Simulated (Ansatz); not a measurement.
Relaxation of C2H5NO2Si (11 atoms, charge 0, multiplicity 1), to a largest force component of 0.015 eV/Å in at most 40 steps.

Level of theory: RKS CAM-B3LYP-D4/def2-SVP in Ansatz.

```xyz
11
Properties=species:S:1:pos:R:3
C -0.111 -1.812 -0.405
O 0.288 -0.793 -1.342
Si 0.594 0.742 -0.809
O -0.741 1.413 -0.084
C 0.191 1.279 0.749
N 0.257 1.588 1.996
H -0.258 -2.709 -0.951
H -1.093 -1.476 0.003
H 0.577 -1.913 0.425
H 1.028 1.667 -1.863
H 1.213 1.383 2.343
```

Where does it end, and by what steps?

The run converged. The force dipped under the threshold on the way, but the program's further checks kept it going. After 23 steps the energy has fallen by 0.815 eV; H8 moved furthest, 0.66 Å. The start is strongly strained (largest force component 8 eV/Å).

```
step  energy less start (eV)  largest force component (eV/Å)  accepted
   0                  0.0000                           8.254       yes
   1                 -0.5745                           3.729       yes
   2                 -0.7634                           0.661       yes
   3                 -0.7529                           0.802        no
   4                 -0.8052                           0.432       yes
   5                 -0.8078                           0.235       yes
   6                 -0.8068                           0.152        no
   7                 -0.8126                           0.148       yes
   8                 -0.8132                           0.093       yes
   9                 -0.8137                           0.050       yes
  10                 -0.8140                           0.030       yes
  11                 -0.8140                           0.028       yes
  12                 -0.8142                           0.027       yes
  13                 -0.8143                           0.048       yes
  14                 -0.8144                           0.052       yes
  15                 -0.8144                           0.069       yes
  16                 -0.8146                           0.027       yes
  17                 -0.8147                           0.010       yes
  18                 -0.8148                           0.014       yes
  19                 -0.8128                           0.202        no
  20                 -0.8149                           0.014       yes
  21                 -0.8149                           0.021       yes
  22                 -0.8150                           0.017       yes
  23                 -0.8150                           0.006       yes
```

```xyz
11
Properties=species:S:1:pos:R:3
C -0.192 -1.843 -0.486
O 0.282 -0.768 -1.272
Si 0.441 0.790 -0.829
O -0.796 1.512 0.087
C 0.341 1.380 0.882
N 0.449 1.700 2.085
H 0.191 -2.780 -0.913
H -1.292 -1.873 -0.492
H 0.150 -1.763 0.560
H 0.978 1.520 -1.985
H 1.390 1.494 2.426
```

Whether the end is a true minimum wasn't checked by a vibrational analysis.

The run took 55 s on 2 threads of AMD EPYC 9R14 (Zen 4), on a shared host, peak memory 0.32 GiB.
